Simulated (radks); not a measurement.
Polarisability of neutral tellurium, [Kr] 4d10 5s2 5p4, at imaginary frequency. All-electron calculation, non-relativistic Kohn-Sham, LDA (Slater exchange, Perdew-Wang correlation), spin-polarised, spherical densities, point nucleus; open shells are filled with parallel spins first (spin-orbit coupling, left out, can overturn this in heavy ions); relativity is left out, which matters for an element this heavy. Program: a radial shooting solver on a logarithmic mesh with Libxc functionals. Response by self-consistent Sternheimer equations with the Hartree and adiabatic LDA kernel.

| w (hartree) | alpha1(iw) (bohr^3) |
|---|---|
| 0.00266 | 40.80 |
| 0.0143 | 40.72 |
| 0.0360 | 40.28 |
| 0.0697 | 38.92 |
| 0.118 | 35.95 |
| 0.186 | 30.97 |
| 0.280 | 24.42 |
| 0.413 | 17.49 |
| 0.605 | 11.44 |
| 0.892 | 6.935 |
| 1.35 | 3.964 |
| 2.12 | 2.135 |
| 3.59 | 1.018 |
| 6.94 | 0.3674 |
| 17.5 | 0.07968 |

Static values: alpha1 = 40.81 bohr^3 (6.047 angstrom^3; uncoupled 65.65). C6 = 451.9, triple-dipole C9 = 13130 atomic units. One-pole (London) frequency 4 C6 / (3 alpha1^2) = 0.362 hartree, against 0.204 for minus the highest occupied eigenvalue. The dipole shielding factor is 1.000, as the force sum rule N/Z = 1.000 demands. Recommended static value: 38 bohr^3 (Schwerdtfeger and Nagle, 2023 table).
